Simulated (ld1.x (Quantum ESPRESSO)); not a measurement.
## u(r) = r·R(r): atom against pseudo-atom (phosphorus (P))

Columns: radius, all-electron u(r) and pseudo u(r) of the 3s shell (level -13.93 eV) of phosphorus in the configuration [Ne] 3s2 3p3; Wu–Cohen, scalar-relativistic, TM scheme, ld1.x (Quantum ESPRESSO) 7.5.

```csv
r (bohr),all-electron,pseudo
0.078,0.1722,0.0285
0.155,-0.0543,0.0570
0.232,-0.2616,0.0863
0.310,-0.3646,0.1170
0.388,-0.3671,0.1494
0.465,-0.3000,0.1835
0.542,-0.1914,0.2204
0.620,-0.0608,0.2616
0.698,0.0753,0.3075
0.775,0.2051,0.3583
0.852,0.3246,0.4148
0.930,0.4320,0.4770
1.008,0.5241,0.5421
1.085,0.6002,0.6053
1.162,0.6619,0.6627
1.240,0.7107,0.7108
1.318,0.7468,0.7468
1.395,0.7712,0.7712
1.472,0.7857,0.7857
1.550,0.7917,0.7917
1.628,0.7902,0.7902
1.705,0.7825,0.7825
1.782,0.7697,0.7697
1.860,0.7525,0.7525
1.938,0.7320,0.7320
2.015,0.7092,0.7092
```

**Question.** How many radial nodes do the two functions have?

**Answer.** The all-electron 3s function has n − l − 1 = 2; the pseudo-wave has 0, since the states of the same l below it are removed with the core.

**Question.** At about which radius was the pseudo-wave matched?

**Answer.** 1.30 bohr, where the columns begin to agree (steps of 0.08 bohr).

**Question.** Where does each function peak?

**Answer.** Outermost all-electron maximum near 1.55 bohr, pseudo maximum near 1.55 bohr (to the table’s step).

**Question.** Is the pseudo-wave norm-conserving?

**Answer.** Yes: the TM scheme keeps the norm inside the radius equal to the all-electron one, which fixes the energy derivative of the logarithmic derivative at the level.
